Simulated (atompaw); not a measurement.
# What the settings do to the PAW (atompaw) potential of iron (Fe)

Base potential:

* Element: Fe (Z = 26)
* Generator: atompaw 4.2.0.5
* Type: PAW
* Functional: PBE
* Relativity: scalar-relativistic
* Frozen core: [Ar]
* Valence charge: 8
* Reference configuration: 3d6 4s0 4p0 (charge +2)
* Partial waves: 4s (bound, empty): rc 2.55 bohr; 4s channel at -0.75 Ry: rc 2.55 bohr; 4p (bound, empty): rc 2.55 bohr; 4p channel at 2.55 Ry: rc 2.55 bohr; 3d (bound): rc 0.85 bohr; 3d channel at 1.35 Ry: rc 0.85 bohr
* Local potential: bessel scheme, radius 2.25 bohr
* Core correction: smooth core density matched at 1.65 bohr
* Augmentation charge: gaussian compensation charge, radius 1.90 bohr; PAW radius 2.55 bohr; waves and projectors: custom rrkj gramschmidtortho

Cutoffs, loose and tight: the cutoffs (Ry, on a coarse ladder) from which the occupation-weighted sum of valence levels, in a spherical-Bessel basis at the reference potential, stays within 10 and 1 mRy of its value at 400 Ry. They see the waves, projectors and local potential, not the compensation charge or the core. A dash means not determined.

A true bound ghost makes a file unfit for plane-wave use even where its test errors are small: the radial tests pick states by their node count and pass the ghost by.

```tsv
change	outcome	cutoff, loose	cutoff, tight	bound ghosts
base	generated	160 Ry	260 Ry	none
all radii scaled by about 0.74 (s 1.88, p 1.88, d 0.62 bohr); local potential bessel scheme, radius 1.66 bohr; augmentation gaussian compensation charge, radius 1.40 bohr; PAW radius 1.88 bohr; waves and projectors: custom rrkj gramschmidtortho; core correction smooth core density matched at 1.22 bohr	generated	260 Ry	over 300 Ry	s
all radii scaled by about 0.85 (s 2.16, p 2.16, d 0.72 bohr); local potential bessel scheme, radius 1.92 bohr; augmentation gaussian compensation charge, radius 1.62 bohr; PAW radius 2.16 bohr; waves and projectors: custom rrkj gramschmidtortho; core correction smooth core density matched at 1.40 bohr	generated	200 Ry	over 300 Ry	none
all radii scaled by about 0.91 (s 2.32, p 2.32, d 0.78 bohr); local potential bessel scheme, radius 2.06 bohr; augmentation gaussian compensation charge, radius 1.74 bohr; PAW radius 2.32 bohr; waves and projectors: custom rrkj gramschmidtortho; core correction smooth core density matched at 1.50 bohr	generated	180 Ry	300 Ry	none
all radii scaled by about 1.08 (s 2.76, p 2.76, d 0.92 bohr); local potential bessel scheme, radius 2.44 bohr; augmentation gaussian compensation charge, radius 2.06 bohr; PAW radius 2.76 bohr; waves and projectors: custom rrkj gramschmidtortho; core correction smooth core density matched at 1.80 bohr	generated	140 Ry	230 Ry	none
```

(1) What comes out with this change to the base: all radii scaled by about 1.29 (s 3.30, p 3.30, d 1.10 bohr); local potential bessel scheme, radius 2.90 bohr; augmentation gaussian compensation charge, radius 2.46 bohr; PAW radius 3.30 bohr; waves and projectors: custom rrkj gramschmidtortho; core correction smooth core density matched at 2.12 bohr?

(2) What comes out with this change to the base: all radii scaled by about 1.21 (s 3.08, p 3.08, d 1.02 bohr); local potential bessel scheme, radius 2.72 bohr; augmentation gaussian compensation charge, radius 2.30 bohr; PAW radius 3.08 bohr; waves and projectors: custom rrkj gramschmidtortho; core correction smooth core density matched at 2.00 bohr?

Answers

(1) outcome: generated; cutoff, loose: 90 Ry; cutoff, tight: 160 Ry; bound ghosts: none.

(2) outcome: generated; cutoff, loose: 100 Ry; cutoff, tight: 180 Ry; bound ghosts: none.

Reading the sweep of the scale of all radii (base = 1) (base included, trends over the rows without a ghost): The loose cutoff falls from 200 Ry at 0.85 to 90 Ry at 1.29. A larger radius leaves more room for a smooth pseudo-wave, so fewer plane waves are needed; a smaller one forces it to follow the all-electron wave where it bends sharply. Bound ghosts are found at 0.74.
